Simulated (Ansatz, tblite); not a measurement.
Isomers of Sn₂F₃ (doublet), found by a short tight-binding search and relaxed with PBE0-D4/def2-SVP in Ansatz.

In the def2 sets Sn takes a core potential; there is no spin–orbit coupling. The xTB rows come from tblite. LC-ωPBE has ω = 0.4 bohr⁻¹. Correlated methods freeze 11 core orbitals; core or outer-core shells of Sn are correlated, in sets that lack core-valence functions.

Other spin states weren't relaxed.

A:

Cartesian coordinates in Å:
```
Sn -0.4401 -1.6937 1.1228
Sn -0.0020 1.3970 -0.3651
F 0.7667 0.1192 1.1645
F -1.3599 -0.2457 -0.2196
F 1.0354 0.4232 -1.7026
```

B:

```xyz
5

Sn   -0.161   -1.567   -0.094
Sn    0.708    1.362    0.347
F    -1.032    0.376   -0.477
F     1.520    1.457   -1.436
F    -1.035   -1.629    1.661
```

**Question.** Estimate which lies lowest at each level, and how far above it the others are (kJ/mol).

**Answer.** 
```tsv
level	A	B
GFN1-xTB	43.0	0.0
GFN2-xTB	39.1	0.0
HF/def2-SVP	0.0	96.8
HF/def2-TZVP	0.0	66.2
PBE-D4/def2-SVP	0.0	34.4
PBE-D4/def2-TZVP	0.0	12.4
r2SCAN-D4/def2-TZVP	0.0	24.7
PBE0-D4/def2-SVP	0.0	51.1
PBE0-D4/def2-TZVP	0.0	26.6
r2SCAN0-D4/def2-TZVP	0.0	34.9
LC-ωPBE/def2-TZVP	0.0	41.0
ωB97M-V/def2-TZVP	0.0	47.7
MP2/def2-SVP	0.0	82.6
MP2/def2-TZVP	0.0	51.0
CCSD/def2-SVP	0.0	82.5
CCSD(T)/def2-SVP	0.0	78.4
```
Point groups (tolerance 0.1 Å): A Cs, B C2. Lower isomers may exist. From def2-SVP to def2-TZVP the PBE0 values move by up to 24.5 kJ/mol, so results in the small set are rough.
